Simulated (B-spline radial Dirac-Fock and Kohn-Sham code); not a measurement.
Dipole and non-dipole photoemission parameters of Be 1s

System: the free beryllium atom, 1s2 2s2; threshold 111.5 eV (tabulated edge). Model: Dirac-Hartree-Slater photoionisation with a Latter tail; cross sections with all multipoles, angular parameters from the dipole term and its interference with E2. Program: a radial atomic solver.

For linearly polarised light dσ/dΩ = σ/(4π) [1 + β P₂(cos θ) + (δ + γ cos²θ) sin θ cos φ], with θ from the polarisation vector and φ the angle between the beam and the projection of the electron momentum on the plane normal to the polarisation.

```csv
hν (eV),σ (kb),β,γ
129,1660,2.000,0.032
154,1200,2.000,0.078
266,330,2.000,0.213
347,166,2.000,0.288
600,37.2,2.000,0.458
788,17.2,2.000,0.555
800,16.4,2.000,0.561
844,14.1,2.000,0.581
1140,5.84,2.000,0.704
1270,4.23,2.000,0.752
1486.9,2.63,2.000,0.827
1660,1.88,2.000,0.883
1980,1.10,2.000,0.979
2840,0.356,2.000,1.202
4000,0.120,2.000,1.450
4070,0.114,2.000,1.464
4640,?,?,?
5410,0.0454,2.000,1.703
5590,0.0408,2.000,1.733
6000,0.0324,2.000,1.799
7810,0.0137,2.000,2.063
8047.8,0.0124,2.000,2.096
9400,0.00746,2.000,2.271
11200,0.00418,2.000,2.484
12000,0.00332,2.000,2.573
13500,0.00225,2.000,2.731
```

Q: Give the values at 4640 eV.

A: σ = 0.0745 kb, β = 2.000, γ = 1.570. For an s subshell δ is negligible.

Values without a named source are computed, but for edge energies of neutral atoms, which are taken from tables.
